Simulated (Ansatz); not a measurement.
Mulliken charges of CH$_{4}$BrGe (`[CH3][GeH][Br]`) radical from ωB97M-V/def2-TZVPP in Ansatz (PBE0-D4/def2-TZVP geometry).

| atom | x (Å) | y (Å) | z (Å) | charge (e) |
| --- | --- | --- | --- | --- |
| C1 | -0.670 | 0.491 | -0.364 | -0.435 |
| Ge2 | 0.983 | -0.545 | -0.203 | 0.277 |
| Br3 | 0.555 | -2.337 | 1.211 | -0.286 |
| H4 | -0.495 | 1.361 | -0.998 | 0.134 |
| H5 | -0.976 | 0.820 | 0.631 | 0.144 |
| H6 | -1.456 | -0.125 | -0.798 | 0.141 |
| H7 | 2.120 | 0.267 | 0.475 | 0.024 |

By hand: the dipole of these point charges (1 e Å = 4.8032 D).

Σ q r = (0.044, 0.593, -0.388) e Å, of length 0.710 e Å = 3.41 D.

How does the dipole of the full density compare? (Estimate.)

Ansatz gave: (-0.083, 0.416, -0.272) e Å, 2.42 D; the point charges give 1.41 times that, at 13° from its direction.

Point charges leave out the atoms' own dipoles, such as those of lone pairs, and Mulliken's split depends on the basis, so the two needn't agree.
